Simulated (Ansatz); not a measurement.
## Ligand exchange: C2H7BrSi + CHBrCl2 → C2H8Si + CBr2Cl2

Species: C2H7BrSi `CC[SiH2]Br`, singlet; CHBrCl2 (bromodichloromethane) `ClC(Cl)Br`, singlet; C2H8Si `CC[SiH3]`, singlet; CBr2Cl2 (dibromodichloromethane) `ClC(Cl)(Br)Br`, singlet. The partners trade Br for H: Si–Br and C–H bonds give way to Si–H and C–Br.

Shapes, held fixed at every level: PBE0-D4/def2-TZVP. Flexible molecules stand in one conformer, not always the lowest. Programs: Ansatz 0.2.0. The zero-point and thermal change to 298 K, harmonic and unscaled (PBE0-D4/def2-TZVP), is -11.6 kJ/mol.

**Question.** Estimate ΔH(298 K) of this reaction.

**Answer.** The highest level, CCSD(T)/def2-TZVPP, gives ΔH(298 K) = +180.5 kJ/mol; the levels span +172.6 to +215.9. The column of differences is taken from that level and isn't an error. No measured value is set beside it here. Relativity is left out for Br. Outer-core shells of Br are correlated, in sets that cover them unevenly.

```
                level                    kind  ΔH(298 K) (kJ/mol)  less CCSD(T)/def2-TZVPP
        HF/def2-TZVPP            Hartree–Fock              +215.9                    +35.4
r2SCAN0-D4/def2-TZVPP           global hybrid              +193.1                    +12.6
   wB97X-V/def2-TZVPP  range-separated hybrid              +184.0                     +3.5
    B2PLYP/def2-TZVPP           double hybrid              +183.8                     +3.3
         MP2/def2-SVP     perturbation theory              +172.6                     -7.9
        CCSD/def2-SVP   coupled cluster or CI              +179.4                     -1.1
   CCSD(T)/def2-TZVPP   coupled cluster or CI              +180.5                      0.0
```
